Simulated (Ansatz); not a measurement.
`CBC=O` + HCl → `O=CBCl` + CH₄ at 400 K and 1 bar (ligand exchange at a B–C bond).

Isolated molecules relaxed with PBE0-D4/def2-TZVP in Ansatz; ΔE leaves out vibrations. CCSD(T)/CBS adds triple-zeta CCSD(T) − MP2 to the extrapolated MP2 energy (def2 sets, frozen cores). This one scheme is used for every species. Each species was taken in one conformer, which may not be the lowest.

```json
{"species": "`CBC=O`", "CCSD(T)/CBS energy (Eh)": "-179.04425", "H − E (kJ/mol)": "200.8", "S (J/(mol·K))": "338.4"}
{"species": "HCl", "CCSD(T)/CBS energy (Eh)": "-460.38127", "H − E (kJ/mol)": "29.6", "S (J/(mol·K))": "195.4"}
{"species": "`O=CBCl`", "CCSD(T)/CBS energy (Eh)": "-598.99716", "H − E (kJ/mol)": "105.8", "S (J/(mol·K))": "324.9"}
{"species": "CH₄", "CCSD(T)/CBS energy (Eh)": "-40.46206", "H − E (kJ/mol)": "131.3", "S (J/(mol·K))": "197.2"}
```

H − E and S are ideal-gas, rigid-rotor, harmonic terms from PBE0-D4/def2-TZVP, for one conformer and one mirror image of each species. 1 Eh = 2625.50 kJ/mol, R = 8.31446 J/(mol·K).

Question: By hand: ΔE, ΔH, ΔS and ΔG.

Answer: ΔE = (-598.99716) + (-40.46206) − (-179.04425) − (-460.38127) = -0.03370 Eh = -88.5 kJ/mol. Δ(H − E) = 105.8 + 131.3 − 200.8 − 29.6 = 6.7, so ΔH = -81.8 kJ/mol. ΔS = 324.9 + 197.2 − 338.4 − 195.4 = -11.7 J/(mol·K). ΔG = -81.8 − 400 × (-11.7)/1000 = -77.1 kJ/mol.

Question: By hand: the equilibrium constant, and the temperature at which ΔG would vanish if ΔH and ΔS stayed fixed.

Answer: log₁₀ K = −ΔG/(RT ln 10) = 10.1. ΔG = 0 at ΔH/ΔS = 6991 K, far beyond where these terms or the molecules hold.

The number of gas molecules stays the same, so ΔS is small and ΔH decides. A doubt of 5 kJ/mol in ΔE shifts log₁₀ K by 0.7 here. Other conformers and mirror images would add mixing entropy, several J/(mol·K) or more a flexible species. Modes under 60 cm⁻¹, often nearly free rotors, make the harmonic entropy too high. These are equilibria of isolated gas molecules and say nothing of rates. Largest T1 diagnostic: 0.016 (customary marks: 0.02 for closed shells, 0.045 for open ones).
